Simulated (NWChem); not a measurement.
System meant: CH$_{3}$ClCuN$_{2}$, doublet; SMILES C1=[NH]->[Cu]([Cl])[NH]1

Here is an NWChem input.

```
start job
memory heap 200 mb stack 900 mb global 1100 mb
geometry units angstroms noautoz
  Cu    -0.000813    -0.133841     0.000000
  Cl     0.000090    -2.254018     0.000000
  C      0.001039     2.216167     0.000000
  N      0.000121     1.470157    -1.091478
  N      0.000121     1.470157     1.091478
  H      0.002518     3.311047     0.000000
  H      0.000649     1.889136    -2.010207
  H      0.000649     1.889136     2.010207
end
basis spherical
  * library def2-svp
end
dft
  odft
  mult 2
  xc b3lyp
  iterations 4
  mulliken
end
task dft energy
```

End of the output:

```
     --------------------------
     Expectation value of S2:
     --------------------------
      <S2> =      0.7582 (Exact =     0.7500)

 center of mass
 --------------
 x =   0.00000000 y =   0.00000000 z =   0.13162653

 moments of inertia (a.u.)
 ------------------
        1274.623607655059           0.000000000000           0.000000000000
           0.000000000000        1126.390520846577           0.000000000000
           0.000000000000           0.000000000000         148.233086808482

     Multipole analysis of the density
     ---------------------------------

     L   x y z        total         alpha         beta         nuclear
     -   - - -        -----         -----         ----         -------
     0   0 0 0     -0.000000    -35.000000    -34.000000     69.000000

     1   1 0 0     -0.000000     -0.000000     -0.000000      0.000000
     1   0 1 0     -0.000000     -0.000000     -0.000000      0.000000
     1   0 0 1     -1.802462     -1.367311     -0.435151      0.000000

     2   2 0 0    -32.583153    -16.365242    -16.217911      0.000000
     2   1 1 0      0.000000     -0.000000      0.000000      0.000000
     2   1 0 1     -0.000000     -0.000000      0.000000      0.000000
     2   0 2 0    -29.145984    -59.757180    -57.809797     88.420993
     2   0 1 1     -0.000000     -0.000000     -0.000000      0.000000
     2   0 0 2    -33.150961   -313.401450   -307.888868    588.139358

 ------------------------------------------------------------------------
 dft energy failed                                                                                  0
 ------------------------------------------------------------------------
 ------------------------------------------------------------------------
  current input line :
    23: task dft energy
 ------------------------------------------------------------------------
 ------------------------------------------------------------------------
 This type of error is most commonly associated with calculations not reaching convergence criteria
 ------------------------------------------------------------------------
 For more information see the NWChem manual at https://nwchemgit.github.io

0:dft energy failed:Received an Error in Communication
```

### Question
Can this run be used? If not, why, and what is the fix?

### Answer
The run did not converge; its last values are not results. Cause: the SCF was allowed too few iterations. This input runs:
```
start job
memory heap 200 mb stack 900 mb global 1100 mb
geometry units angstroms noautoz
  Cu    -0.000813    -0.133841     0.000000
  Cl     0.000090    -2.254018     0.000000
  C      0.001039     2.216167     0.000000
  N      0.000121     1.470157    -1.091478
  N      0.000121     1.470157     1.091478
  H      0.002518     3.311047     0.000000
  H      0.000649     1.889136    -2.010207
  H      0.000649     1.889136     2.010207
end
basis spherical
  * library def2-svp
end
dft
  odft
  mult 2
  xc b3lyp
  iterations 150
  mulliken
end
task dft energy
```
It converges to -2249.73853 Ha (B3LYP/def2-SVP, spin-unrestricted).
